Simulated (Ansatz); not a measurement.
Total energies of CH3ClF2Si (`C[Si](F)(F)Cl`).

```
atom   x (Å)   y (Å)   z (Å)
  C1   0.123   0.220   0.982
 Si2  -0.179  -0.177  -0.781
  F3  -0.977  -1.536  -0.926
  F4  -1.061   0.940  -1.469
 Cl5   1.539  -0.352  -1.846
  H6  -0.826   0.307   1.515
  H7   0.717  -0.565   1.453
  H8   0.663   1.164   1.073
```

The species carries charge 0 and has multiplicity 1. Geometry: relaxed with PBE0-D4/def2-TZVP. Basis def2-TZVPP, the Gaussian-basis code of Ansatz.

RPA on PBE orbitals: Hartree–Fock energy of these orbitals -987.21644 Eh, correlation -1.53257 Eh (frozen core).

| functional | energy without D4 (Eh) | D4 term (kJ/mol) |
| --- | --- | --- |
| ωB97X-V | -989.44315 | – |
| B2PLYP | -989.24834 | – |

Task: Give the same for LDA (SPW92), PBE, revPBE, BLYP, r2SCAN, B97M-V, PBE0, B3LYP, r2SCANh, r2SCAN0, HSE06 (plane-wave form), BHLYP, CAM-B3LYP, LC-ωPBE, ωB97M-V, PBE-QIDH. (Best estimate.)

Result: Computed: 
```json
{"functional": "LDA (SPW92)", "energy without D4 (Eh)": "-985.34759", "D4 term (kJ/mol)": "–"}
{"functional": "PBE", "energy without D4 (Eh)": "-989.04800", "D4 term (kJ/mol)": "-17.9"}
{"functional": "revPBE", "energy without D4 (Eh)": "-989.39762", "D4 term (kJ/mol)": "-53.2"}
{"functional": "BLYP", "energy without D4 (Eh)": "-989.58852", "D4 term (kJ/mol)": "-39.7"}
{"functional": "r2SCAN", "energy without D4 (Eh)": "-989.47743", "D4 term (kJ/mol)": "-4.2"}
{"functional": "B97M-V", "energy without D4 (Eh)": "-989.37510", "D4 term (kJ/mol)": "–"}
{"functional": "PBE0", "energy without D4 (Eh)": "-989.12251", "D4 term (kJ/mol)": "-15.1"}
{"functional": "B3LYP", "energy without D4 (Eh)": "-989.67134", "D4 term (kJ/mol)": "-29.2"}
{"functional": "r2SCANh", "energy without D4 (Eh)": "-989.46270", "D4 term (kJ/mol)": "-4.5"}
{"functional": "r2SCAN0", "energy without D4 (Eh)": "-989.44173", "D4 term (kJ/mol)": "-5.0"}
{"functional": "HSE06 (plane-wave form)", "energy without D4 (Eh)": "-989.09792", "D4 term (kJ/mol)": "-14.1"}
{"functional": "BHLYP", "energy without D4 (Eh)": "-989.54379", "D4 term (kJ/mol)": "-22.7"}
{"functional": "CAM-B3LYP", "energy without D4 (Eh)": "-989.59310", "D4 term (kJ/mol)": "-15.3"}
{"functional": "LC-ωPBE", "energy without D4 (Eh)": "-989.28865", "D4 term (kJ/mol)": "–"}
{"functional": "ωB97M-V", "energy without D4 (Eh)": "-989.52869", "D4 term (kJ/mol)": "–"}
{"functional": "PBE-QIDH", "energy without D4 (Eh)": "-988.93321", "D4 term (kJ/mol)": "–"}
```

B3LYP takes the VWN-RPA correlation (the form of Gaussian; ORCA's B3LYP/G). HSE06 is the plane-wave form, built on full-range PBE exchange. The double hybrids freeze the cores in their second-order part.

LC-ωPBE has ω = 0.4 bohr⁻¹.
